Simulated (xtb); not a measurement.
Be(OH)2 (BeH₂O₂), SMILES [OH][Be][OH]. All values are semi-empirical tight-binding results from xtb (GFN2-xTB unless named), good for trends rather than for accurate numbers. Geometry: GFN2-xTB. The values are those of a single conformer.

Optimised geometry:

Bonded distances (Å): Be1–O2 1.385, Be1–O4 1.385, O2–H3 0.939, O4–H5 0.939. Angles (°): O2–Be1–O4 179.2, Be1–O2–H3 176.8, Be1–O4–H5 176.8.

For metal compounds this method's bond lengths and energies can be far off.

```yaml
orbital_gap: 9.39 eV
zero_point_energy: 16.6 kcal/mol
G − E(el) at 298.15 K (modified RRHO): 2.5 kcal/mol
```

Computed IR lines (harmonic; lines under 4 % of the strongest left out, lines within 3 cm⁻¹ merged):
ν (cm⁻¹): 258 (w), 276 (m), 375 (s), 1553 (vs), 3899 (w) (against the strongest line: vs over 80 %, s over 45 %, m over 15 %, w over 4 %, vw less)

Computed atomic charges and the Wiberg bond orders between heavy atoms:
charges (e) Be1 0.69, O2 -0.64, H3 0.30, O4 -0.64, H5 0.30. Bond orders Be1–O2 1.08, Be1–O4 1.08.
